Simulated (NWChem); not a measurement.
System: C4H5NS; SMILES Nc1cccs1

The following NWChem deck was run.

```
start job
memory heap 200 mb stack 900 mb global 1100 mb
geometry units angstroms noautosym nocenter noautoz
  N     -0.044974    -2.193731    -0.097464
  C     -0.196673    -0.805525    -0.013107
  C     -1.348707    -0.061663     0.024047
  C     -1.100611     1.348126     0.003588
  C      0.223680     1.667521    -0.041989
  S      1.217778     0.230352    -0.093443
  H     -0.914898    -2.684432     0.081439
  H      0.689281    -2.567088     0.495754
  H     -2.338613    -0.504147     0.071727
  H     -1.889335     2.092459     0.040182
  H      0.690008     2.642746    -0.036792
end
basis spherical
  * library 6-31g*
end
dft
  xc b3lyp
  iterations 150
end
property
  shielding
end
task dft property
```

NWChem printed, in part:

```
             Northwest Computational Chemistry Package (NWChem) 7.3.0
             --------------------------------------------------------

                             Geometry "geometry" -> ""
                             -------------------------

 Output coordinates in angstroms (scale by  1.889725989 to convert to a.u.)

  No.       Tag          Charge          X              Y              Z
 ---- ---------------- ---------- -------------- -------------- --------------
    1 N                    7.0000    -0.04497400    -2.19373100    -0.09746400
    2 C                    6.0000    -0.19667300    -0.80552500    -0.01310700
    3 C                    6.0000    -1.34870700    -0.06166300     0.02404700
    4 C                    6.0000    -1.10061100     1.34812600     0.00358800
    5 C                    6.0000     0.22368000     1.66752100    -0.04198900
    6 S                   16.0000     1.21777800     0.23035200    -0.09344300
    7 H                    1.0000    -0.91489800    -2.68443200     0.08143900
    8 H                    1.0000     0.68928100    -2.56708800     0.49575400
    9 H                    1.0000    -2.33861300    -0.50414700     0.07172700
   10 H                    1.0000    -1.88933500     2.09245900     0.04018200
   11 H                    1.0000     0.69000800     2.64274600    -0.03679200

 Effective nuclear repulsion energy (a.u.)     273.7404639617

                              NWChem Property Module
                              ----------------------

  itol2e modified to match energy
  convergence criterion.

                                 NWChem DFT Module
                                 -----------------

 Summary of "ao basis" -> "ao basis" (spherical)
 ------------------------------------------------------------------------------
       Tag                 Description            Shells   Functions and Types
 ---------------- ------------------------------  ------  ---------------------
 N                           6-31g*                  6       14   3s2p1d
 C                           6-31g*                  6       14   3s2p1d
 S                           6-31g*                  8       18   4s3p1d
 H                           6-31g*                  2        2   2s

  itol2e modified to match energy
  convergence criterion.

[...]

          -----------------------------------------
          Chemical Shielding Tensors (GIAO, in ppm)
          -----------------------------------------

                                NWChem CPHF Module
                                ------------------

  scftype          =     RHF
  nclosed          =       26
  nopen            =        0
  variables        =     1872
  # of vectors     =        3
  tolerance        = 0.10D-03
  level shift      = 0.00D+00
  max iterations   =       50
  max subspace     =       30

 SCF residual:    4.4819085315016315E-005

Iterative solution of linear equations
  No. of variables     1872
  No. of equations        3
  Maximum subspace       30
        Iterations       50
       Convergence  1.0D-04

   iter   nsub   residual    time
   ----  ------  --------  ---------
     1      3    5.23D-01      45.9
     2      6    3.88D-02      49.9
     3      9    2.09D-03      53.9
     4     12    1.51D-04      57.9
     5     15    5.45D-06      61.9

      Atom:    1  N
        Diamagnetic
    321.7481      1.3340      3.9204
      1.3340    335.5053     -4.5997
      3.9204     -4.5997    308.2370

        Paramagnetic
   -155.0005     -0.2586      1.0874
     -0.2586    -93.3031     10.7557
      1.0874     10.7557   -110.7393

        Total Shielding Tensor
    166.7476      1.0754      5.0078
      1.0754    242.2022      6.1560
      5.0078      6.1560    197.4978

           isotropic =     202.1492
          anisotropy =      61.3875

          Principal Components and Axis System
                 1           2           3
              243.0742    197.4209    165.9525

      1         0.0229      0.1549      0.9877
      2         0.9904     -0.1382     -0.0013
      3         0.1363      0.9782     -0.1565

      Atom:    2  C
        Diamagnetic
    259.0198      0.3801     -1.4041
      0.3801    273.4981      0.8768
     -1.4041      0.8768    235.7748

        Paramagnetic
   -231.0004     -9.7358     -2.2100
     -9.7358   -296.5848      2.0463
     -2.2100      2.0463   -120.5075

        Total Shielding Tensor
     28.0194     -9.3557     -3.6141
     -9.3557    -23.0867      2.9231
     -3.6141      2.9231    115.2673

           isotropic =      40.0667
          anisotropy =     113.1444

          Principal Components and Axis System
                 1           2           3
              115.4963     29.4854    -24.7817

      1        -0.0438      0.9839      0.1734
      2         0.0240     -0.1725      0.9847
      3         0.9987      0.0473     -0.0161

      Atom:    3  C
        Diamagnetic
    265.1780     -1.6501     -1.5782
     -1.6501    265.1330     -0.1580
     -1.5782     -0.1580    236.4773

        Paramagnetic
   -200.3451    -24.0772      5.6665
    -24.0772   -203.7286     -1.2495
      5.6665     -1.2495    -86.9468

        Total Shielding Tensor
     64.8328    -25.7274      4.0884
    -25.7274     61.4044     -1.4074
      4.0884     -1.4074    149.5306

           isotropic =      91.9226
          anisotropy =      86.8372

          Principal Components and Axis System
                 1           2           3
              149.8141     88.6474     37.3064

      1         0.0579      0.7272      0.6840
      2        -0.0327     -0.6834      0.7293
      3         0.9978     -0.0646     -0.0158

      Atom:    4  C
        Diamagnetic
    264.3992      0.7029     -0.9756
      0.7029    263.2610      0.0948
     -0.9756      0.0948    236.4568

[...]
```

Level: B3LYP/6-31G* (spherical d), GIAO. All runs use the structure optimised with B3LYP/6-31G* (spherical d). The printed shielding anisotropy is the first printed principal value minus the mean of the other two.
